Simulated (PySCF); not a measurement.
**Bond energies at CCSD(T)/def2-SVP beside a composite method**

PySCF, lowest determinants of a PBE0 search. The composite is CCSD(T) extrapolated to the basis-set limit from two correlation-consistent sets, with core-valence (CV) and scalar-relativistic (SR) terms as its label shows; it has no spin–orbit coupling and nothing beyond (T).

```json
{"species": "CdF", "state (unpaired electrons)": "doublet (σ ↑)", "De CCSD(T) (eV)": "2.05", "De composite (eV)": "2.54", "composite": "CCSD(T)/CBS(DT)", "dissociates to": "Cd + F"}
{"species": "CaH", "state (unpaired electrons)": "doublet (σ ↑)", "De CCSD(T) (eV)": "1.36", "De composite (eV)": "1.77", "composite": "CCSD(T)/CBS(DT)", "dissociates to": "Ca + H"}
{"species": "NaB", "state (unpaired electrons)": "triplet (σ ↑, π ↑)", "De CCSD(T) (eV)": "0.62", "De composite (eV)": "0.78", "composite": "CCSD(T)/CBS(DT)+CV+SR", "dissociates to": "Na + B"}
{"species": "SeF", "state (unpaired electrons)": "doublet (π ↑)", "De CCSD(T) (eV)": "2.76", "De composite (eV)": "3.44", "composite": "CCSD(T)/CBS(TQ)+CV", "dissociates to": "Se + F"}
{"species": "SF", "state (unpaired electrons)": "doublet (π ↑)", "De CCSD(T) (eV)": "2.89", "De composite (eV)": "3.65", "composite": "CCSD(T)/CBS(TQ)+CV+SR", "dissociates to": "S + F"}
{"species": "SiN", "state (unpaired electrons)": "doublet (σ ↑)", "De CCSD(T) (eV)": "3.85", "De composite (eV)": "4.66", "composite": "CCSD(T)/CBS(TQ)+CV+SR", "dissociates to": "Si + N"}
{"species": "PbBr", "state (unpaired electrons)": "doublet (π ↑)", "De CCSD(T) (eV)": "2.94", "De composite (eV)": "3.33", "composite": "CCSD(T)/CBS(DT)", "dissociates to": "Pb + Br"}
{"species": "SrF", "state (unpaired electrons)": "doublet (σ ↑)", "De CCSD(T) (eV)": "4.84", "De composite (eV)": "5.51", "composite": "CCSD(T)/CBS(DT)+CV", "dissociates to": "Sr + F"}
```

Question: Does CCSD(T) bind more or less than the composite, by how much on average, and where is the difference largest?

Answer: CCSD(T)/def2-SVP binds less on average, method and basis taken together: the mean signed difference is -0.55 eV and the mean absolute one 0.55 eV; it is largest for SiN (-0.81 eV).

The molecules are drawn from runs that passed checks on state, spin purity and fit, so the hardest cases are missing and the errors look smaller than over all diatomics.

Correlated steps freeze the inner cores (1 to 15 orbitals); shallow outer-core shells are correlated. UHF and ROHF references stand side by side, which adds small steps between rows. Correlated levels converge slowly with the basis: in double zeta they bind strong bonds too weakly, by up to about 1 eV, and carry superposition errors of some tenths. These are scalar-relativistic numbers at best; spin–orbit coupling would shift them, the dissociation energy most. The CCSD T1 diagnostic is raised in SiN, a sign that a single reference may not be enough there. States were picked by a PBE0 search and need not be the measured ground states.
